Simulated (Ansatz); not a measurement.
`FB1CO1` + NH₃ → `NB1CO1` + H–F at 500 K and 1 bar (ligand exchange at a B–F bond).

Calculated with Ansatz (gas phase, PBE0-D4/def2-TZVP geometries, no zero-point term in ΔE). CCSD(T)/CBS is the MP2 limit (def2-TZVPP, def2-QZVPP) plus CCSD(T) − MP2 in def2-TZVPP, frozen cores. This one scheme is used for every species. One conformer a species, not always the lowest.

| species | CCSD(T)/CBS energy (Eh) | H − E (kJ/mol) | S (J/(mol·K)) |
| --- | --- | --- | --- |
| `FB1CO1` | -239.05799 | 123.2 | 303.8 |
| NH₃ | -56.50880 | 108.2 | 211.8 |
| `NB1CO1` | -195.16486 | 192.7 | 320.9 |
| H–F | -100.39570 | 39.4 | 188.7 |

H − E and S are ideal-gas, rigid-rotor, harmonic terms from PBE0-D4/def2-TZVP, for one conformer and one mirror image of each species. 1 Eh = 2625.50 kJ/mol, R = 8.31446 J/(mol·K).

**Question.** By hand: ΔE, ΔH, ΔS and ΔG.

**Answer.** ΔE = (-195.16486) + (-100.39570) − (-239.05799) − (-56.50880) = 0.00623 Eh = 16.4 kJ/mol. Δ(H − E) = 192.7 + 39.4 − 123.2 − 108.2 = 0.7, so ΔH = 17.1 kJ/mol. ΔS = 320.9 + 188.7 − 303.8 − 211.8 = -6.0 J/(mol·K). ΔG = 17.1 − 500 × (-6.0)/1000 = 20.1 kJ/mol.

**Question.** By hand: the equilibrium constant, and the temperature at which ΔG would vanish if ΔH and ΔS stayed fixed.

**Answer.** log₁₀ K = −ΔG/(RT ln 10) = -2.1. ΔH and −TΔS have one sign here, so there is no such temperature.

The number of gas molecules stays the same, so ΔS is small and ΔH decides. A doubt of 5 kJ/mol in ΔE shifts log₁₀ K by 0.5 here. Other conformers and mirror images would add mixing entropy, several J/(mol·K) or more a flexible species. These are equilibria of isolated gas molecules and say nothing of rates. Largest T1 diagnostic: 0.014 (customary marks: 0.02 for closed shells, 0.045 for open ones).

ΔS is within the doubt of such terms, so its sign, and with it that verdict, could turn.
